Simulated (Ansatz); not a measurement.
One change: `NB(F)F` becomes `FB(F)[SeH]`.

Ansatz, PBE0-D4/def2-TZVP geometries, multiplicity 1. Each molecule was computed in one conformer, which needn't be the lowest.

Scalar relativity is left out up to krypton.

```
                                                                                  property  `NB(F)F`
                                                       HOMO–LUMO gap (PBE/def2-TZVPP) / eV      6.97
                                                     HOMO–LUMO gap (B3LYP/def2-TZVPP) / eV      8.66
                                                         LUMO energy (PBE/def2-TZVPP) / eV     -0.14
                                                       HOMO energy (B3LYP/def2-TZVPP) / eV     -8.40
                                                   HOMO–LUMO gap (ωB97M-V/def2-TZVPP) / eV     12.96
ideal-gas entropy at 298 K and 1 bar (rigid rotor, harmonic PBE0-D4/def2-TZVP) / J/(mol·K)       272
```

Question: Give the same properties after the change, and the shifts. (An estimate is asked.)

Answer: Computed: 
```csv
property,`FB(F)[SeH]`,shift
HOMO–LUMO gap (PBE/def2-TZVPP) / eV,5.68,-1.29
HOMO–LUMO gap (B3LYP/def2-TZVPP) / eV,7.22,-1.44
LUMO energy (PBE/def2-TZVPP) / eV,-1.01,-0.87
HOMO energy (B3LYP/def2-TZVPP) / eV,-7.62,0.78
HOMO–LUMO gap (ωB97M-V/def2-TZVPP) / eV,11.70,-1.26
"ideal-gas entropy at 298 K and 1 bar (rigid rotor, harmonic PBE0-D4/def2-TZVP) / J/(mol·K)",302,30
```

With PBE0 the HOMO rises by 0.78 eV and the LUMO falls by 0.75 eV, so the gap narrows by about 1.53 eV. PBE moves the HOMO by 0.43 eV and ωB97M-V by 1.05 eV. The zero-point energy changes by -49.6 kJ/mol with -3 modes.

B3LYP here is the variant with VWN-RPA as its local correlation; programs differ in this.

Spin–orbit coupling is left out; it splits and shifts lone-pair levels of the heavy atoms by tenths of an eV.
